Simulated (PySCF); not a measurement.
## Radial density of Ar³⁺ (argon, charge +3)

B3LYP, [Ne] 3s2 3p3, high-spin 4S determinant. Computed with PySCF 2.14 in def2-SVP (4s3p1d, 18 functions), with no relativity, point nucleus.

| r (bohr) | 4πr²ρ (e/bohr) | 4πr²(ρα − ρβ) |
| --- | --- | --- |
| 0.00147 | 0.09438 | 0.0000 |
| 0.00248 | 0.2634 | 0.0000 |
| 0.00417 | 0.7179 | 0.0001 |
| 0.00701 | 1.855 | 0.0002 |
| 0.0118 | 4.381 | 0.0007 |
| 0.0198 | 9.338 | 0.0023 |
| 0.0334 | 16.27 | 0.0101 |
| 0.0561 | 20.94 | 0.0475 |
| 0.0944 | 17.43 | 0.1845 |
| 0.159 | 14.65 | 0.4874 |
| 0.267 | 20.75 | 0.5663 |
| 0.449 | 14.21 | 0.0260 |
| 0.756 | 4.222 | 1.0684 |
| 1.27 | 4.437 | 2.5964 |
| 2.14 | 0.9372 | 0.5955 |
| 3.60 | 0.03963 | 0.0354 |
